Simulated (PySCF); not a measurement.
**Distorted geometries of PbCl2**

PbCl2 (singlet). PySCF 2.14.0, RKS PBE0, Pb def2-SVP with ECP60, Cl def2-SVP; non-relativistic Hamiltonian with scalar-relativistic core potentials where named; density fitting; no spin-orbit coupling. Relaxed geometry:

```xyz
3

Pb    0.0000    0.0000   -0.6289
Cl    1.8962    0.0000    0.9743
Cl   -1.8962    0.0000    0.9743
```

Question: Order these distorted geometries by energy above the relaxed one, lowest first.
A.
```xyz
3

Pb   -0.0119    0.0541   -0.5367
Cl    1.7677    0.1624    1.0487
Cl   -1.7558   -0.2165    0.8076
```
B.
```xyz
3

Pb    0.0666    0.0493   -0.5782
Cl    1.8248   -0.0306    0.9699
Cl   -1.8915   -0.0186    0.9279
```
C.
```xyz
3

Pb    0.2222    0.0286   -0.5649
Cl    1.7535   -0.0583    0.9043
Cl   -1.9757    0.0297    0.9802
```

Answer: B (0.14 eV), A (0.68 eV), C (1.40 eV).

Question: Which forces (eV/Å) act in the one that lies 0.14 eV up?

Answer: 
```
Pb  -1.44  0.08 -1.67
Cl   1.60 -0.07  1.48
Cl  -0.16 -0.01  0.19
```
Forces carry noise of the integration grid, about 0.01 to 0.03 eV/Å.
